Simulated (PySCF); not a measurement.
Species: C4H11B.
InChI=1S/C4H11B/c1-4(2,3)5/h5H2,1-3H3

Linear response at wB97X-D/def2-SVPD (PySCF, frozen core in the response, non-relativistic). Isolated species at its PBE0-D3(BJ)/def2-SVP geometry, gas phase.

Static isotropic polarisability: 65.22 au (9.66 Å³), principal values 63.0, 65.8, 66.9 au.

Q: What is the polarisability at 1064 nm and at the sodium D line?

A: 65.69 au at 1064 nm (+0.7 %), 66.79 au at 589.3 nm (+2.4 %). The rise at 589.3 nm is 3.34 times that at 1064 nm; a pure ω² law gives 3.26. The lowest singlet lies at 225 nm, shorter than both wavelengths.

Q: What is the isotropic C6 coefficient between two such molecules, C6 = (3/π)∫α(iω)² dω?

A: 1806 au (Eh·bohr⁶) by a ten-point quadrature over imaginary frequencies, which is 1080 eV·Å⁶ or 104 J·nm⁶/mol.

Q: Which effective excitation energy ω̄ makes London's formula C6 = (3/4)α²ω̄ exact here?

A: ω̄ = 4·C6/(3α²) = 0.566 Eh = 15.4 eV. A one-pole form α(ω) = α/(1 − ω²/ω̄²) fitted to the 1064 nm value gives 13.8 eV.

Q: What does −C6/R⁶ come to at R = 10 Å between centres?

A: -100 J/mol. This is the leading, orientation-averaged term; C8 and higher terms are left out.

Q: What three-body coefficient follows from the one-pole estimate C9 = (3/4)·α·C6?

A: 88300 au. This is an estimate from the two numbers above, not a computed integral.

Q: The lowest 6 singlets have (eV, f): 5.52, 0.007; 6.10, 0.001; 7.45, 0.007; 7.47, 0.001; 8.20, 0.076; 8.54, 0.001. What share of the static polarisability do they carry in the sum over states α = Σ f/ω²?

A: 1.15 au, 1.8 % of α; the largest term, 0.84 au, is that of the state at 8.20 eV. Their oscillator strengths add up to 0.09. Higher states carry the rest.

Q: How anisotropic is the static polarisability, by Δα² = ½[(α1 − α2)² + (α2 − α3)² + (α3 − α1)²]?

A: Δα = 3.4 au, or 0.05 of the isotropic value.

Q: How many electrons N does the Slater–Kirkwood formula C6 = (3/4)·√N·α^(3/2) need to give this C6?

A: N = (4·C6/3)²/α³ = 20.9; the species has 40 electrons in all.

The pairwise dispersion term of wB97X-D wasn't added to the energies; at a given geometry it leaves orbitals and properties as they are.
